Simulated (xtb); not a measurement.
CHBClF₃, SMILES FC(F)(F)BCl. All values are semi-empirical tight-binding results from xtb (GFN2-xTB unless named), good for trends rather than for accurate numbers. The structure is a stationary point at GFN2-xTB. The structure was generated by enumeration, and PubChem lists no compound with its InChIKey, so it may never have been made.

orbital gap: 3.47 eV
dipole moment: 3.07 D
zero-point energy: 16.2 kcal/mol
G − E(el) at 298.15 K (modified RRHO): -3.4 kcal/mol
static polarisability (D4 model): 44.3 bohr³
solvation energy, GFN2-xTB/ALPB(water): -2.0 kcal/mol
solvation energy, GFN2-xTB/ALPB(chcl3): -3.6 kcal/mol
